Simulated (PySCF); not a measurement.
Working with the constants of ZnPb

ROHF-CCSD(T) constants of ZnPb, ³Σ⁻ (triplet), unpaired electrons π ↑↑ (Zn def2-SVP, Pb def2-SVP with ECP60; scalar-relativistic core potentials (PySCF 2.14); masses 63.9291 and 207.9766 u):

- ωe: 117.0 cm⁻¹
- ωexe: 0.869 cm⁻¹
- Be: 0.043752 cm⁻¹
- αe: 0.000336 cm⁻¹
- D (centrifugal): 2.45e-08 cm⁻¹
- De to Zn + Pb: 0.470 eV

Q: Give the vibrational terms G(v) and spacings up to v = 6.

A: G(v) = ωe(v+½) − ωexe(v+½)².

| v | G(v) (cm⁻¹) | G(v) − G(v−1) | Bv (cm⁻¹) |
| --- | --- | --- | --- |
| 0 | 58.3 |  | 0.04358 |
| 1 | 173.5 | 115.3 | 0.04325 |
| 2 | 287.1 | 113.5 | 0.04291 |
| 3 | 398.9 | 111.8 | 0.04258 |
| 4 | 508.9 | 110.0 | 0.04224 |
| 5 | 617.2 | 108.3 | 0.04190 |
| 6 | 723.8 | 106.6 | 0.04157 |

Q: How well does the Morse estimate ωe²/(4ωexe) reproduce De, and what is D0?

A: It gives 0.488 eV, 104 % of the computed De. D0 = De − G(0) = 0.470 − 0.007 = 0.463 eV.

Correlated steps freeze 9 core orbitals. Correlated levels converge slowly with the basis: in double zeta they bind strong bonds too weakly, by up to about 1 eV, and carry superposition errors of some tenths. Spin–orbit coupling is left out, which matters for elements this heavy, above all for dissociation energies. The state was picked by a PBE0 search and need not be the measured ground state.
